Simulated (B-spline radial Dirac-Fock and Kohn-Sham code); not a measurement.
# K-line shifts caused by a second vacancy in Sn²⁺

System: Sn²⁺ in the configuration 1s2 2s2 2p6 3s2 3p6 3d10 4s2 4p6 4d10 5s2, inside a Watson sphere of charge -2 and radius 3 Å (a model of the Madelung potential; inside it an electron's potential energy is raised by 9.6 eV).

Method: multi-electron Dirac-Fock with separately optimised hole states, Breit and Lamb-shift corrections added in first order. Computed with a radial atomic solver. Each two-hole energy is an average over J within one jj subconfiguration, not an observable level; in light atoms, where LS coupling holds, the j-resolved values are not observed lines, and for a K spectator the Kα1 hypersatellite is nearly forbidden. Electron correlation is not included.

Lines without a spectator: Kα2 (K-L2) 25042.1 eV, Kα1 (K-L3) 25269.7 eV, Kβ3 (K-M2) 28439.8 eV, Kβ1 (K-M3) 28482.4 eV. Shifts in eV with one spectator hole (a dash: not computed, or left out as unreliable):

```tsv
spectator hole	Kα2	Kα1	Kβ3	Kβ1
L2 (2p1/2)	+63.7	+80.5	–	+169.8
L3 (2p3/2)	+62.1	+62.3	+150.0	–
M2 (3p1/2)	–	+9.34	+20.77	+25.23
M3 (3p3/2)	+6.86	–	+21.33	+20.77
M4 (3d3/2)	+1.27	-1.38	–	–
M5 (3d5/2)	-1.87	+0.08	–	–
```

Question: Where does the K-L3 hypersatellite lie, emitted when both K electrons are missing?

Answer: +595.0 eV from the normal line, at 25864.7 eV. Removing both K electrons costs 59237.2 eV, which is 802.7 eV more than twice the K binding energy.

With n spectator holes in 2p, averaged over the 2p shell (energies in eV):

```csv
n,KαLⁿ,step,hypersatellite KαʰLⁿ
0,25193.8,–,25782.7
1,25261.0,+67.2,25851.4
2,25329.5,+68.5,25921.3
3,25399.2,+69.7,25992.5
4,25470.3,+71.0,26065.0
5,25542.6,+72.3,26138.8
```
